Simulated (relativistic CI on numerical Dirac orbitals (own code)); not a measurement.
## What each ingredient does to the levels of Fe⁺

Base calculation: Dirac-Coulomb-Breit CI, orbitals from a KLI potential per configuration, a model potential for QED, valence Slater integrals scaled by 0.85, P86 correlation energy added to each configuration.

Configurations in the expansion (outside the closed core [Ar]): 3d6 4s, 3d7, 3d5 4s2, 3d6 4p, 3d5 4s 4p, 3d6 4d, 3d6 4f, 3d6 5s, 3d6 5p, 3d6 6s, 3d4 4s 4p2, 3d6 6p, 3d4 4s2 4p. Levels of other configurations are missing.

The lowest level and the first level of each name with at least 55 % of one term (blank where a level has no safe partner in the second run):

```csv
Level,Base (cm⁻¹),Shift (cm⁻¹)
3d6 4s 6D_9/2,0.0,0.0
3d6 4s 6D_7/2,373.8,-0.1
3d6 4s 6D_5/2,650.2,-0.2
3d6 4s 6D_3/2,841.1,-0.2
3d6 4s 6D_1/2,953.4,-0.2
3d7 4F_9/2,7993.8,+235.6
3d7 4F_7/2,8505.6,+246.9
3d7 4F_5/2,8882.7,+255.2
3d7 4F_3/2,9142.2,+260.9
3d6 4s 4D_7/2,9538.2,+391.8
3d6 4s 4D_5/2,9966.2,+389.3
3d6 4s 4D_3/2,10251.2,+387.8
3d6 4s 4D_1/2,10415.9,+387.0
3d7 4P_5/2,19744.9,+429.3
3d7 4P_3/2,20185.7,+494.9
3d6 4s 4H_13/2,20197.0,-8.6
3d6 4s 4H_11/2,20375.4,-8.1
3d7 4P_1/2,20480.3,+529.8
3d6 4s 4H_9/2,20525.6,-7.6
3d6 4s 4H_7/2,20649.7,-7.3
3d7 2G_9/2,21790.7,-77.4
3d7 2G_7/2,22259.3,-73.5
```

Correlation outside the listed configurations is missing or only estimated: errors of thousands of cm⁻¹ between configurations and terms are usual at this charge. Rates and lifetimes follow the computed energies and can be off by large factors. The fine structure of a lone outer electron comes out too small, for d and f at times inverted, and misplaced configurations move strength between like terms. 127 of the 132 excited levels that our extract of the measured tables holds in this range could be paired (the sources list more); they are missed by 2205 cm⁻¹ on average and 7279 at most, and levels without a partner can miss by more.

**Question.** One thing was changed in a second run, which moved the levels as shown. Which?
A. Breit term removed
B. non-relativistic limit
C. Slater integrals left unscaled
D. no correlation estimate
E. QED terms removed
F. only the first 3 configurations

**Answer.** F. Only the first 3 configurations. With fewer configurations the levels that remain lose their mixing partners.

LS names give the leading component of a level, which can be under half, so a name can repeat, a term be missing and a line seem to break the LS rules.
